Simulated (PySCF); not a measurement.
**Xe (xenon, neutral) across methods**

[Xe], closed-shell 1S. Calculation: PySCF 2.14, in aug-cc-pVTZ-PP with ECP28MDF; a scalar-relativistic core potential. The B2PLYP total includes its PT2 part (frozen core); its orbital energies are those of the SCF part.

```json
{"method": "r2SCAN0", "E (hartree)": "-329.4654", "mean ε 4d (eV)": "-63.446", "mean ε 5s (eV)": "-22.467", "mean ε 5p (eV)": "-9.744", "Σ⟨r²⟩ (bohr²)": "58.55", "⟨S²⟩": "0.000"}
{"method": "LDA", "E (hartree)": "-328.9177", "mean ε 4d (eV)": "-58.834", "mean ε 5s (eV)": "-20.055", "mean ε 5p (eV)": "-8.363", "Σ⟨r²⟩ (bohr²)": "58.93", "⟨S²⟩": "0.000"}
{"method": "B2PLYP", "E (hartree)": "-329.0920", "mean ε 4d (eV)": "-66.282", "mean ε 5s (eV)": "-24.049", "mean ε 5p (eV)": "-10.555", "Σ⟨r²⟩ (bohr²)": "59.04", "⟨S²⟩": "0.000"}
{"method": "CAM-B3LYP", "E (hartree)": "-329.3751", "mean ε 4d (eV)": "-63.853", "mean ε 5s (eV)": "-23.730", "mean ε 5p (eV)": "-10.829", "Σ⟨r²⟩ (bohr²)": "58.98", "⟨S²⟩": "0.000"}
{"method": "r2SCAN", "E (hartree)": "-329.4866", "mean ε 4d (eV)": "-60.136", "mean ε 5s (eV)": "-20.500", "mean ε 5p (eV)": "-8.580", "Σ⟨r²⟩ (bohr²)": "58.59", "⟨S²⟩": "0.000"}
{"method": "UHF", "E (hartree)": "-328.29867", "mean ε 4d (eV)": "-72.497", "mean ε 5s (eV)": "-27.476", "mean ε 5p (eV)": "-12.418", "Σ⟨r²⟩ (bohr²)": "59.16", "⟨S²⟩": "0.000"}
{"method": "wB97M-V", "E (hartree)": "-329.3539", "mean ε 4d (eV)": "-65.200", "mean ε 5s (eV)": "-24.705", "mean ε 5p (eV)": "-11.738", "Σ⟨r²⟩ (bohr²)": "58.99", "⟨S²⟩": "0.000"}
{"method": "PBE0", "E (hartree)": "-329.3776", "mean ε 4d (eV)": "-62.569", "mean ε 5s (eV)": "-21.989", "mean ε 5p (eV)": "-9.513", "Σ⟨r²⟩ (bohr²)": "58.73", "⟨S²⟩": "0.000"}
```

**Question.** Estimate the same row for PBE.

**Answer.** E (hartree) = -329.3425; mean ε 4d (eV) = -58.920; mean ε 5s (eV) = -19.798; mean ε 5p (eV) = -8.223; Σ⟨r²⟩ (bohr²) = 58.97; ⟨S²⟩ = 0.000.

Energies and moments cover only the electrons outside the core potential.
